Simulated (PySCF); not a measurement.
**Electron correlation in O⁻ (oxygen, charge -1)**

[He] 2s2 2p5, 2P determinant. Calculation: PySCF 2.14, in aug-cc-pVDZ (4s3p2d, 23 functions); the non-relativistic Hamiltonian (point nucleus). Frozen: 1s2; 7 electrons correlated.

MP2 pair energies summed by pair of shells (mhartree):

```csv
pair,energy,share (%)
2p-2p,-114.18,64.8
2s-2p,-53.34,30.3
2s-2s,-8.72,4.9
```

Total MP2 correlation energy: -176.24 mhartree.

Same-spin part -45.79 and opposite-spin part -130.44 mhartree; SCS-MP2 scales them by 1/3 and 6/5 to -171.80 mhartree.
